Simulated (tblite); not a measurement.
Calculated harmonic vibrations of the isolated species, GFN2-xTB (tblite), most abundant isotopes, no scaling. Against measured fundamentals such values can be off by several per cent, at times by over 20. Modes of hydrogen on silicon can be 10 to 20 % off. One conformer each. Thermal functions are those of the rigid rotor and harmonic oscillator, without mixing of conformers.

Question: Order these by their heat capacity Cp at 298.15 K, highest first (J/(mol K)).
A. `CS[C@@H]1CCC2(CC2)C1`
B. `CP(C)C#C`
C. `FC(F)(F)P1(=S)CCSCC1`
D. `FC(F)([C@@H]([SiH3])C#N)F`
E. `CN[Si@@H](OC)[C@@H](C)C(=O)O`
F. `CCP1C=C1`

Answer: E (208.6), C (195.7), A (164.3), D (144.8), B (115.1), F (103.2).

```json
{"SMILES": "CN[Si@@H](OC)[C@@H](C)C(=O)O", "atoms": "23", "mass (u)": "163.07", "symmetry number": "1", "modes under 300 cm⁻¹": "13", "ZPE (kJ/mol)": "479.0", "S translation (J/(mol K))": "172.4", "S rotation": "127.0", "S vibration": "203.6", "S": "503.0", "Cp": "208.6"}
{"SMILES": "FC(F)(F)P1(=S)CCSCC1", "atoms": "19", "mass (u)": "219.98", "symmetry number": "1", "modes under 300 cm⁻¹": "11", "ZPE (kJ/mol)": "331.7", "S translation (J/(mol K))": "176.1", "S rotation": "131.3", "S vibration": "163.2", "S": "470.6", "Cp": "195.7"}
{"SMILES": "CS[C@@H]1CCC2(CC2)C1", "atoms": "23", "mass (u)": "142.08", "symmetry number": "1", "modes under 300 cm⁻¹": "7", "ZPE (kJ/mol)": "524.9", "S translation (J/(mol K))": "170.7", "S rotation": "123.9", "S vibration": "125.4", "S": "420.0", "Cp": "164.3"}
{"SMILES": "N#C[C@H]([SiH3])C(F)(F)F", "atoms": "12", "mass (u)": "139.01", "symmetry number": "1", "modes under 300 cm⁻¹": "5", "ZPE (kJ/mol)": "165.6", "S translation (J/(mol K))": "170.4", "S rotation": "120.8", "S vibration": "107.2", "S": "398.4", "Cp": "144.8"}
{"SMILES": "C#CP(C)C", "atoms": "12", "mass (u)": "86.03", "symmetry number": "1", "modes under 300 cm⁻¹": "5", "ZPE (kJ/mol)": "242.7", "S translation (J/(mol K))": "164.4", "S rotation": "110.5", "S vibration": "70.6", "S": "345.5", "Cp": "115.1"}
{"SMILES": "CCP1C=C1", "atoms": "12", "mass (u)": "86.03", "symmetry number": "1", "modes under 300 cm⁻¹": "4", "ZPE (kJ/mol)": "247.8", "S translation (J/(mol K))": "164.4", "S rotation": "109.0", "S vibration": "61.4", "S": "334.8", "Cp": "103.2"}
```

Entropies and Cp are for 298.15 K and 1 bar.
